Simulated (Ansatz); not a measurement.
**Question.** Predict a relaxed structure of the cluster Si2Ni (the lowest singlet isomer of a short search), charge 0, singlet, at r2SCAN-D4/def2-TZVP (Ansatz).

**Answer.** 
```xyz
3

Ni   -0.154    1.016    0.651
Si   -0.056   -1.104    0.572
Si    0.210    0.088   -1.223
```
Point group C2v (tolerance 0.1 Å). The metal has 2 neighbours: Si 2.12 Å, Si 2.12 Å. This is one stationary point.

The restricted singlet is unstable: a solution with broken spin symmetry lies lower. An occupied level lies above an empty one. At r2SCAN-D4/def2-TZVP a triplet of charge 0 lies 0.78 eV below the restricted singlet, each at its own geometry. The structure comes from a short search, and lower isomers may exist.
